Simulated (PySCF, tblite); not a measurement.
Compound: C7H12N2.
Atom-mapped SMILES: `[CH2:1]=[CH:2]/[CH:3]=[N:4]\[N:5]=[C:6](\[CH3:7])[CH2:8][CH3:9]` (hydrogens: H10, H11 on C1; H12 on C2; H13 on C3; H14, H15, H16 on C7; H17, H18 on C8; H19, H20, H21 on C9)

Structure optimised with GFN2-xTB, isolated species.

**Question.** List the bond lengths, angles and torsions at this level.

**Answer.** 
```tsv
bond	length (Å)
C1=C2	1.331
C2–C3	1.444
C3=N4	1.276
N4–N5	1.282
N5=C6	1.265
C6–C7	1.496
C6–C8	1.509
C8–C9	1.529
C1–H10	1.078
C1–H11	1.076
C2–H12	1.084
C3–H13	1.082
C7–H14, C7–H15, C7–H16	1.088
C8–H17, C8–H18	1.093
C9–H19, C9–H20, C9–H21	1.088
```

Bonds in one row agree within 0.01 Å and their mean is given. A selection of angles:
```tsv
angle	degrees
C2–C1–H10	121.3
C2–C1–H11	122.2
H10–C1–H11	116.6
C1–C2–C3	123.4
C1–C2–H12	120.7
C3–C2–H12	115.9
C2–C3–N4	126.5
C2–C3–H13	118.3
N4–C3–H13	115.3
C3–N4–N5	129.1
N4–N5–C6	132.2
N5–C6–C7	118.2
N5–C6–C8	123.7
C7–C6–C8	118.1
C6–C7–H14	110.2
C6–C7–H15	110.6
H14–C7–H15	109.2
H15–C7–H16	107.9
C6–C8–C9	111.9
C6–C8–H17	109.1
C9–C8–H17	109.2
H17–C8–H18	108.5
C8–C9–H19	110.5
C8–C9–H21	110.1
H19–C9–H20	108.6
H19–C9–H21	108.3
```

Torsions: C1–C2–C3–N4 178° (antiperiplanar); C2–C3–N4–N5 10° (synperiplanar); C3–N4–N5–C6 -105° (anticlinal); N4–N5–C6–C7 -168° (antiperiplanar); N5–C6–C8–C9 105° (anticlinal). The mirror-image conformer, all signs reversed, is as good.

Of the pairs four or more bonds apart, N4···H18 is among the closest relative to their van der Waals radii: 2.61 Å, 95 % of the sum of Bondi's values. The 5 C–C bonds span 1.331 Å (C1=C2, drawn double) to 1.529 Å (C8–C9, drawn single), a spread of 0.198 Å.

Point group: C1 (no symmetry element, even within 0.4 Å). Its GFN2-xTB frequencies are all real (lowest 17 cm⁻¹). One conformer, not necessarily the lowest. 3 starts were optimised and ended at 0.00, 0.04 and 0.93 kcal/mol (GFN2-xTB); the lowest of these is shown.

The numbers are calculated, not measured.
